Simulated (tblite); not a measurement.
Task: Give a GFN2-xTB geometry of `[H]/N=C\CNC[SiH2]C#N`.

Result: 
```
atom  x, y, z in Å
N1     4.647    0.395   -1.327
C2     3.749    0.269   -0.627
Si3    2.280    0.067    0.510
C4     0.737    0.131   -0.608
N5    -0.451    0.007    0.217
C6    -1.688   -0.050   -0.538
C7    -2.866   -0.291    0.367
N8    -2.848   -0.645    1.567
H9     2.309    1.207    1.433
H10    2.401   -1.221    1.190
H11    0.723    1.041   -1.233
H12    0.744   -0.716   -1.301
H13   -0.499    0.784    0.870
H14   -1.624   -0.895   -1.236
H15   -1.871    0.858   -1.143
H16   -3.840   -0.139   -0.091
H17   -1.909   -0.791    1.941
```

Any rigid rotation of these coordinates is as good. Atoms count from 1 in this order. Si3 (SiH2 silicon) is distorted tetrahedral (angles from 106.0° to 113.0°). Of the pairs four or more bonds apart, those above aside, H13···H17 is among the closest relative to their van der Waals radii: 2.37 Å, 99 % of the sum of Bondi's values. H17 on N8 lies 2.39 Å from N5, 4 bonds away (angle at H 104°; Bondi radii sum to 2.75 Å). N5 (secondary amine nitrogen) is pyramidal (angles 113.9°, 109.8° and 108.9°, sum 332.6°, 0.39 Å off the plane of its three neighbours).

Bonds between heavy atoms (Å): N1≡C2 1.146, C2–Si3 1.869, Si3–C4 1.907, C4–N5 1.452, N5–C6 1.450, C6–C7 1.506, C7=N8 1.251.

The geometry is computed with GFN2-xTB (gas phase).

Point group: C1 (no symmetry element, even within 0.4 Å). Its GFN2-xTB frequencies are all real (lowest 29 cm⁻¹). The numbers are those of one conformer (C2–Si3–C4–N5 -179°, Si3–C4–N5–C6 -176°, C4–N5–C6–C7 175°, N5–C6–C7–N8 -13°).
